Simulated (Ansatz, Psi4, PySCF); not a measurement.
Cl₃Y, triplet, geometry from GFN2-xTB (such geometries of metal compounds can be far from the true shape) (the multiplicity is a formal guess) (core potentials on Y). Base run: PySCF with B3LYP/def2-SVP.

The PySCF input:
```python
from pyscf import gto, scf, dft

mol = gto.M(
    atom='''
Y     0.24151734    0.62691312    0.38844030
Cl    1.68510444   -0.84321126   -0.87245213
Cl   -0.87472993   -1.26310920    1.39683844
Cl   -1.36444369    0.66810800   -1.41551406
''',
    basis='def2-svp',
    ecp={'Y': 'def2-svp'},
    spin=2,
    verbose=4,
)

mf = dft.UKS(mol)
mf.xc = 'b3lyp'
mf.kernel()
```

The same geometry, method and basis name were run in Ansatz (an electronic-structure program) and Psi4 and PySCF, at each program's defaults and at the settings that a row names. The base is PySCF at its defaults. Differences at the defaults can come from grids, fitting, cores and function types together.

```csv
code and settings,ΔE vs base (mEh),basis functions,E (Eh),SCF cycles,dipole (D)
"PySCF, defaults (exact integrals, its default grid, spherical functions)",0.000,85,-1418.62196,14,0.62
"Psi4, defaults (density fitting with its default set, its default grid, spherical functions)",-0.019,85,-1418.62198,15,0.63
"Ansatz, defaults (factorised integrals, its default grid, spherical functions)",0.004,85,-1418.62195,-,-
"PySCF, density fitting with def2-universal-jkfit",-0.015,85,-1418.62197,14,0.63
"PySCF, fine grid",0.000,85,-1418.62196,14,0.62
"Psi4, exact integrals, spherical functions, fine grid",0.001,85,-1418.62196,21,0.62
"Ansatz, high accuracy",0.002,85,-1418.62195,-,-
```

Open shells are given as the SCF converged; they aren't shown to be the lowest states, and a large step between rows can be another state.
